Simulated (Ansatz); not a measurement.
C2H5O2Si (`C=C[Si](O)O`) radical. The species carries charge 0 and has multiplicity 2. The geometry is a stationary point of PBE0-D4/def2-TZVP. It is one conformer, not always the lowest.

```xyz
10

C    -1.239    0.383    1.256
C    -1.021    0.068   -0.020
Si    0.603    0.364   -0.855
O     1.833    0.482    0.235
O     0.792   -0.889   -1.913
H    -0.453    0.798    1.881
H    -2.206    0.242    1.731
H    -1.844   -0.324   -0.616
H     1.990   -0.276    0.805
H     1.545   -0.848   -2.505
```

(1) What is the dipole moment at r2SCAN/def2-TZVPP? (Estimate.)

(2) And with PBE, B3LYP, ωB97M-V? (Estimate.)

(3) Give the Mulliken charges with r2SCAN, B3LYP, ωB97M-V in def2-TZVPP. (Estimate.)

## Answers

(1) The calculation gave: 1.03 D, with components (0.33, -0.92, 0.31) D in this frame, pointing from negative to positive charge.

(2) Ansatz gave: PBE 1.03 D, B3LYP 0.95 D, ωB97M-V 0.96 D.

(3) Ansatz gave: 
```json
{"atom": "C1", "r2SCAN": "-0.14", "B3LYP": "-0.20", "ωB97M-V": "-0.19"}
{"atom": "C2", "r2SCAN": "-0.22", "B3LYP": "-0.20", "ωB97M-V": "-0.22"}
{"atom": "Si3", "r2SCAN": "0.53", "B3LYP": "0.49", "ωB97M-V": "0.48"}
{"atom": "O4", "r2SCAN": "-0.41", "B3LYP": "-0.39", "ωB97M-V": "-0.37"}
{"atom": "O5", "r2SCAN": "-0.40", "B3LYP": "-0.37", "ωB97M-V": "-0.35"}
{"atom": "H6", "r2SCAN": "0.08", "B3LYP": "0.10", "ωB97M-V": "0.10"}
{"atom": "H7", "r2SCAN": "0.08", "B3LYP": "0.11", "ωB97M-V": "0.11"}
{"atom": "H8", "r2SCAN": "0.08", "B3LYP": "0.10", "ωB97M-V": "0.10"}
{"atom": "H9", "r2SCAN": "0.19", "B3LYP": "0.18", "ωB97M-V": "0.17"}
{"atom": "H10", "r2SCAN": "0.20", "B3LYP": "0.19", "ωB97M-V": "0.18"}
```

B3LYP here is the variant with VWN-RPA as its local correlation; programs differ in this.
